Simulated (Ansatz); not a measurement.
From O to Se: the vertical ionisation energy

All atoms of one element are swapped for its congeners: CO2 (carbon dioxide) `O=C=O`; CS2 (carbon disulfide) `S=C=S`; CSe2 `[Se]=C=[Se]`. All are singlets with charge 0.

Shapes, held fixed at every level: PBE0-D4/def2-TZVP. Programs: Ansatz 0.2.0. Values in eV.

| level | CO2 | CS2 | CSe2 |
| --- | --- | --- | --- |
| PBE-D4/def2-TZVPP | 13.66 | 10.02 | 9.29 |
| B3LYP-D4/def2-TZVPP | 13.82 | 10.06 | 9.35 |
| PBE0-D4/def2-TZVPP | 13.75 | 10.06 | 9.33 |
| wB97M-V/def2-TZVPP | 13.78 | 10.00 | 9.24 |
| wB97X-V/def2-TZVPP | 13.81 | 10.03 | 9.28 |
| B2PLYP/def2-TZVPP | 13.89 | 10.10 | 9.43 |
| measured | 13.78 | – | – |

At B2PLYP/def2-TZVPP the vertical ionisation energy falls at every step, from 13.89 to 9.43 eV. Every level shows the same order. Measured values: NIST CCCBDB. Relativity is left out for Se unless named. Correlated rows may include outer-core shells of Se, which these sets cover unevenly. The lone pairs of the heavier congeners lie higher, so an electron comes off more easily. Spin-orbit coupling, which grows down the group, is left out.
